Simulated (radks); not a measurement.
Species: Pd33+. Configuration: [Ne] 3s2 3p1. All-electron calculation, Dirac Kohn-Sham, LB94 model potential, spin-unpolarised, spherical densities, finite nucleus; open shells fill j = l - 1/2 first; Fermi nuclear charge, rms radius 4.5318 fm. Program: a radial shooting solver on a logarithmic mesh with Libxc functionals.

Normalised radial functions P(r) = r R(r) (large component), r in bohr:

| r | 2p1/2 | 3s1/2 | 3p3/2 |
|---|---|---|---|
| 0.001875 | 0.0214 | 0.2080 | 0.0051 |
| 0.002097 | 0.0251 | 0.2287 | 0.0063 |
| 0.002346 | 0.0294 | 0.2510 | 0.0078 |
| 0.002603 | 0.0342 | 0.2733 | 0.0096 |
| 0.002911 | 0.0404 | 0.2991 | 0.0118 |
| 0.003256 | 0.0477 | 0.3267 | 0.0147 |
| 0.003613 | 0.0559 | 0.3540 | 0.0178 |
| 0.004042 | 0.0663 | 0.3849 | 0.0220 |
| 0.004485 | 0.0778 | 0.4151 | 0.0268 |
| 0.005016 | 0.0925 | 0.4489 | 0.0330 |
| 0.00561 | 0.1102 | 0.4837 | 0.0406 |
| 0.006225 | 0.1297 | 0.5167 | 0.0491 |
| 0.006963 | 0.1546 | 0.5522 | 0.0602 |
| 0.007788 | 0.1843 | 0.5871 | 0.0736 |
| 0.008642 | 0.2170 | 0.6182 | 0.0886 |
| 0.009666 | 0.2585 | 0.6491 | 0.1079 |
| 0.01081 | 0.3076 | 0.6762 | 0.1311 |
| 0.012 | 0.3610 | 0.6963 | 0.1565 |
| 0.01342 | 0.4281 | 0.7110 | 0.1888 |
| 0.01501 | 0.5066 | 0.7162 | 0.2269 |
| 0.01665 | 0.5906 | 0.7106 | 0.2680 |
| 0.01863 | 0.6944 | 0.6909 | 0.3191 |
| 0.02083 | 0.8129 | 0.6545 | 0.3777 |
| 0.02312 | 0.9371 | 0.6034 | 0.4393 |
| 0.02586 | 1.0862 | 0.5276 | 0.5133 |
| 0.02892 | 1.2510 | 0.4284 | 0.5950 |
| 0.03209 | 1.4172 | 0.3142 | 0.6768 |
| 0.0359 | 1.6082 | 0.1676 | 0.7696 |
| 0.03983 | 1.7939 | 0.0108 | 0.8580 |
| 0.04455 | 1.9981 | -0.1768 | 0.9519 |
| 0.04983 | 2.2002 | -0.3781 | 1.0394 |
| 0.05529 | 2.3789 | -0.5695 | 1.1092 |
| 0.06185 | 2.5526 | -0.7694 | 1.1645 |
| 0.06917 | 2.6963 | -0.9486 | 1.1903 |
| 0.07676 | 2.7931 | -1.0815 | 1.1791 |
| 0.08585 | 2.8476 | -1.1712 | 1.1195 |
| 0.09603 | 2.8414 | -1.1878 | 1.0018 |
| 0.1066 | 2.7757 | -1.1237 | 0.8343 |
| 0.1192 | 2.6383 | -0.9587 | 0.5885 |
| 0.1333 | 2.4347 | -0.6913 | 0.2775 |
| 0.1479 | 2.1941 | -0.3579 | -0.0609 |
| 0.1654 | 1.8933 | 0.0740 | -0.4615 |
| 0.1851 | 1.5683 | 0.5490 | -0.8732 |
| 0.2053 | 1.2639 | 0.9905 | -1.2365 |
| 0.2297 | 0.9540 | 1.4195 | -1.5728 |
| 0.2569 | 0.6807 | 1.7533 | -1.8185 |
| 0.285 | 0.4705 | 1.9443 | -1.9425 |
| 0.3188 | 0.2958 | 2.0014 | -1.9508 |
| 0.3538 | 0.1794 | 1.9168 | -1.8445 |
| 0.3957 | 0.0964 | 1.6998 | -1.6264 |
| 0.4426 | 0.0471 | 1.3942 | -1.3358 |
| 0.4911 | 0.0220 | 1.0781 | -1.0396 |
| 0.5493 | 0.0086 | 0.7513 | -0.7333 |
| 0.6144 | 0.0030 | 0.4764 | -0.4731 |
| 0.6817 | 0.0010 | 0.2846 | -0.2884 |
| 0.7625 | 0.0002 | 0.1465 | -0.1525 |
| 0.8529 | 0.0001 | 0.0666 | -0.0716 |
| 0.9464 | 0.0000 | 0.0284 | -0.0315 |
| 1.059 | 0.0000 | 0.0098 | -0.0113 |

2p1/2: eigenvalue -5124.5 eV, 0 radial nodes, <r> = 0.115 bohr, 90 % of the charge inside 0.187 bohr. 3s1/2: eigenvalue -2113.5 eV, 2 radial nodes at r = 0.0401, 0.162 bohr, <r> = 0.331 bohr, 90 % of the charge inside 0.481 bohr. 3p3/2 (empty): eigenvalue -1992.9 eV, 1 radial node at r = 0.145 bohr, <r> = 0.323 bohr, 90 % of the charge inside 0.477 bohr.
